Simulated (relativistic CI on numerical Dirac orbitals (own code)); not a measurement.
**What each ingredient does to the levels of La XIII**

Base calculation: Dirac-Coulomb-Breit CI, separate exchange-only KLI orbitals for each configuration, model QED, unscaled Slater integrals.

Configuration list (outside the closed core [Ar] 3d10): 4s2 4p6 4d9, 4s2 4p5 4d10, 4s2 4p6 4d8 4f, 4s2 4p6 4d8 5s, 4s 4p6 4d10, 4s2 4p6 4d8 5p, 4s2 4p5 4d9 4f, 4s2 4p6 4d7 4f 5s, 4s2 4p6 4d8 5d, 4s2 4p6 4d7 5s 5p, 4s 4p6 4d9 4f, 4s2 4p6 4d8 6s, 4s2 4p6 4d8 5f, 4s2 4p5 4d9 5s, 4s2 4p6 4d7 5s2, 4s2 4p6 4d6 4f 5s2, 4s2 4p6 4d6 5s2 5p, 4s2 4p5 4d7 4f 5s2. Double excitations out of closed p, d and f shells are left out; levels of such configurations are missing from the list, as are those of other unlisted configurations, and high levels can miss mixing partners.

Variants: (1) configuration mixing switched off. Shifts of the energy above 4s2 4p6 4d9 2D_5/2, in cm⁻¹, for the lowest level and the first level of each name with at least 55 % of one term (blank where a level changes its place among those of its configuration and J or its character, or is not in the variant):

```tsv
Level	Base	Δ(1)
4s2 4p6 4d9 2D_5/2	0	0
4s2 4p6 4d9 2D_3/2	25142	-282
4s2 4p5 4d10 2P°_3/2	765056	+85329
4s2 4p6 4d8 5s 4F_9/2	771659	-9777
4s2 4p6 4d8 5s 4P_1/2	816931	-9081
4s2 4p6 4d8 4f 4F°_7/2	826401	-9676
4s2 4p6 4d8 4f 4F°_9/2	829549	-9759
4s2 4p6 4d8 5s 2G_9/2	830766	-9412
4s2 4p6 4d8 5s 2G_7/2	831270	-9406
4s2 4p6 4d8 5s 2P_1/2	832081	-9542
4s2 4p6 4d8 4f 2P°_1/2	833758	-1566
4s2 4p6 4d8 4f 4D°_7/2	840962	-9291
4s2 4p6 4d8 4f 4I°_15/2	842461	-10016
4s2 4p6 4d8 4f 4F°_3/2	843585	-10213
4s2 4p6 4d8 4f 4D°_1/2	849747	-1534
4s2 4p6 4d8 4f 4P°_1/2	861713	-8703
4s2 4p6 4d8 4f 4G°_7/2	866152	-9443
4s2 4p6 4d8 4f 2P°_3/2	867313	
4s2 4p6 4d8 4f 2S°_1/2	867395	+944
4s2 4p6 4d8 4f 2D°_5/2	874492	-9769
4s2 4p6 4d8 4f 4G°_5/2	877404	-9762
4s2 4p6 4d8 4f 4S°_3/2	877879	-10750
```

At this charge energies of transitions that change n are usually good to better than 1 %, and those within a shell (Δn = 0) to a few per cent. Levels and lines within the n = 5 or 6 shells can be off by up to 10 % or somewhat more, and those that change n by about 2 %, since core polarisation is missing.

Ionisation energy from the two ground configurations alone: base 302.562 eV. The NIST ASD value (theoretical) is 303 eV.

LS names give the leading component of a level, which can be under half, so a name can repeat, a term be missing and a line seem to break the LS rules.
